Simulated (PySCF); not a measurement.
**A small calculation by hand: chemical shift, span and skew from a shielding tensor**

C2H5ClFGa, SMILES [F][Ga]([Cl])[CH2]C. Atoms are numbered in the order given.

```xyz
10

Ga     0.1164    -0.0851     0.0000
F      1.8693     0.0715     0.0000
Cl    -0.5283    -2.1427     0.0000
C     -1.0356     1.5069     0.0000
C     -0.2718     2.8338     0.0000
H     -1.6930     1.4108     0.8805
H     -1.6930     1.4108    -0.8805
H      0.3746     2.9340    -0.8855
H      0.3746     2.9340     0.8855
H     -0.9690     3.6881     0.0000
```

Coordinates come from a B3LYP-D3(BJ)/def2-SVP optimisation. The structure was generated by enumeration; whether it is a known compound was not checked. One conformer was computed; it need not be the lowest.

GIAO shieldings from PBE/pcSseg-1 (PySCF), non-relativistic, no solvent. The symmetric part of the tensor of F2 has the principal values 62.4, 335.6, 340.8 ppm. The same nucleus in CFCl3 has σ = 133.6 ppm at this level (PySCF, at its B3LYP-D3(BJ)/def2-TZVP geometry). Without spin–orbit terms, shifts of atoms bonded to Cl or Br come out too high.

Task: Work out the isotropic shielding, the ¹⁹F shift against CFCl3, the span and the skew.

Result: 
σ(iso) = (σ11 + σ22 + σ33)/3 = 246.3 ppm. δ = σ(ref) − σ(iso) = 133.6 − (246.3) = -112.7 ppm.
Span Ω = σ33 − σ11 = 278.4 ppm. Skew κ = 3(σ(iso) − σ22)/Ω = -0.96. Tumbling in solution averages the tensor to δ; in a static solid the shielding alone would spread this spin-1/2 line over Ω.
